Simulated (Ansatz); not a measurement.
```xyz
15

Si    1.504    0.906   -1.688
C     1.060   -0.136   -0.186
C    -0.142   -0.275    0.404
Si   -0.289   -1.391    1.899
Si   -1.675    0.604   -0.207
H     0.745    0.477   -2.891
H     1.241    2.349   -1.445
H     2.956    0.723   -1.949
H     1.902   -0.689    0.241
H    -1.266   -2.483    1.640
H    -0.778   -0.624    3.077
H     1.046   -1.975    2.201
H    -2.715   -0.395   -0.572
H    -1.363    1.442   -1.394
H    -2.224    1.467    0.872
```

The species carries charge 0 and has multiplicity 1.

List the r2SCAN/def2-TZVPP orbital energies in eV (the Gaussian-basis code of Ansatz). (Best estimate.)

Ansatz gave: Occupied: -1791.02, -1790.98, -1790.97, -273.68, -273.41, -141.51, -141.46, -141.45, -96.36, -96.36, -96.35, -96.32, -96.31, -96.31, -96.30, -96.30, -96.30, -20.24, -15.62, -14.19, -13.54, -12.39, -10.58, -9.91, -9.56, -8.94, -8.86, -8.69, -8.66, -8.46, -7.26, -6.98. Lowest empty: -2.31, -0.31, -0.12, 0.63, 0.70, 0.94, 1.18, 1.35.
